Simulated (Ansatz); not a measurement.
System: CuI, net charge 0, triplet state. The spin state was set by rule; other spins were not relaxed. 
Geometry from a B3LYP-D3(BJ)/def2-TZVP (Ansatz, a program for electronic structure) optimisation:
```xyz
2

Cu     0.0000     0.0000    -1.6573
I      0.0000     0.0000     0.9068
```
Charge 0, spin multiplicity 3.

Basis-set convergence of Hartree-Fock and CCSD(T) correlation energies (hartree) with Ansatz. Valence correlation only, unless marked. UHF or UKS for open shells. Spin-orbit coupling is left out. The frozen core is the preceding noble-gas configuration, with the filled d and f shells of earlier blocks. Past Kr the def2 sets carry scalar-relativistic core potentials.

The T1 diagnostic of CCSD in the largest basis is 0.052, which is high, so the coupled-cluster rows are less sure than usual.

```tsv
basis	functions	E(HF)	E(corr, CCSD(T))
def2-SVPD	69	-1935.39079	-0.32618
def2-TZVPPD	126	(withheld)	(withheld)
```

Q: Complete the blanks.

A: 
- def2-TZVPPD, E(HF): -1935.63313
- def2-TZVPPD, E(corr, CCSD(T)): -0.52828
